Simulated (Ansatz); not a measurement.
A structure relaxed at r2SCAN-D4/def2-TZVP in Ansatz, charge 0, singlet:

```xyz
3

Os    0.105    0.512    0.162
O    -0.207    0.211   -1.461
O     0.102   -0.723    1.300
```

Task: Give its formula and point group.

Result: the cluster OsO2 (the lowest singlet isomer of a short search). Point group C2v (tolerance 0.1 Å).

Task: Summarise the bond lengths by kind (pairs closer than 1.2 times the sum of covalent radii, bridged metal pairs left out).

Result: 2 × O–Os 1.68 Å. The metal has 2 neighbours: O 1.68 Å, O 1.68 Å.

In the def2 sets Os takes a core potential; there is no spin–orbit coupling. The restricted singlet is unstable: a solution with broken spin symmetry lies lower. At r2SCAN-D4/def2-TZVP a triplet of charge 0 lies 0.77 eV below the restricted singlet, each at its own geometry. The structure comes from a short search, and lower isomers may exist.
